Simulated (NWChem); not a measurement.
Molecule: C₂H₄BNO; SMILES OB1C=NC1

```xyz
9

O     -0.0474    -1.9012    -0.0071
B      0.0057    -0.5549    -0.0207
C      1.0475     0.6217     0.0156
N      0.1333     1.5437    -0.0335
C     -1.0772     0.6174    -0.0825
H      0.8308    -2.3106     0.0382
H      2.1107     0.8708     0.0629
H     -1.7413     0.7870     0.7729
H     -1.6565     0.7711    -1.0003
```
Atoms are numbered in this order, from 1.

Coordinates come from a B3LYP/6-31G* (spherical d) optimisation. B3LYP is NWChem's, with the RPA form of VWN correlation.

Problem. Give the principal values of the shielding tensors (ppm) of O1, B2, C3, N4, C5 from B3LYP/6-31G* (spherical d), GIAO (NWChem), with their diamagnetic and paramagnetic parts as GIAO splits them.

Solution. 
```csv
atom,σ11,σ22,σ33,isotropic,diamagnetic,paramagnetic
O1,115.4,183.1,290.2,196.2,388.1,-191.9
B2,47.7,71.4,103.0,74.0,197.9,-123.9
C3,-112.4,6.1,120.4,4.7,253.6,-248.9
N4,-773.8,-199.9,243.7,-243.4,320.3,-563.7
C5,105.3,116.2,177.1,132.9,248.6,-115.7
```
